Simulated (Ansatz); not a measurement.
Reactions of BrH5O2Si2 (`O[Si](O)([SiH3])Br`).

Computed with Ansatz on PBE0-D4/def2-TZVP structures; ΔE is electronic, products minus reactants. CBS: MP2 limit from def2 TZ/QZ plus the TZ coupled-cluster correction, frozen cores. This one scheme is used for every species, atoms too. DFT in def2-TZVPP. B3LYP here is the variant with VWN-RPA as its local correlation; programs differ in this. No spin–orbit coupling; open shells (•) take unrestricted orbitals. Spin–orbit coupling would lower the free atoms: clearly for Br. For Br, Ge, Sc outer-core shells are correlated without core-valence functions, so the limit isn't a true one: a few kJ/mol of doubt a bond, and 10 to 20 or more in all where bonds break to atoms. Scalar relativity is left out up to krypton. One conformer a species, not always the lowest.

| reaction | B3LYP-D4 (kJ/mol) | ωB97X-V (kJ/mol) | CCSD(T)/CBS(def2) (kJ/mol) |
| --- | --- | --- | --- |
| `O[Si](O)([SiH3])Br` + `B1B[SiH2]1` → `[SiH3]B1B[SiH2]1` + `O[SiH](O)Br` | -20 | -22 | -25 |
| `O[Si](O)([SiH3])Br` + `[OH][GeH2][SH]` → `[SiH3][O][GeH2][SH]` + `O[SiH](O)Br` | -101 | -101 | -105 |
| `O[Si](O)([SiH3])Br` + H₂ → `O[SiH](O)[SiH3]` + HBr | 95 | 92 | 97 |
| `O[Si](O)([SiH3])Br` + HCl → `O[Si]([SiH3])(Cl)Br` + H₂O | 7 | 7 | 4 |
| `O[Si](O)([SiH3])Br` + `CNC` → `CN(C)[Si](O)(O)Br` + SiH₄ | -83 | -83 | -85 |
| `O[Si](O)([SiH3])Br` → Br• + `O[Si](O)[SiH3]`• | 411 | 429 | 442 |
| `O[Si](O)([SiH3])Br` + HBr → `O[Si](O)(Br)Br` + SiH₄ | -91 | -93 | -97 |
| `O[Si](O)([SiH3])Br` + `[NH2][Sc]([OH])[OH]` → `[NH2][Sc]([OH])[O][SiH3]` + `O[SiH](O)Br` | -113 | -113 | -118 |
| `O[Si](O)([SiH3])Br` → `O[SiH3]` + `O[Si]Br` | 148 | 167 | 158 |
| `O[Si](O)([SiH3])Br` → `O[SiH](O)Br` + `[SiH2]` | 232 | 244 | 232 |

Largest T1 diagnostic: 0.016, for `O[Si](O)[SiH3]`•.
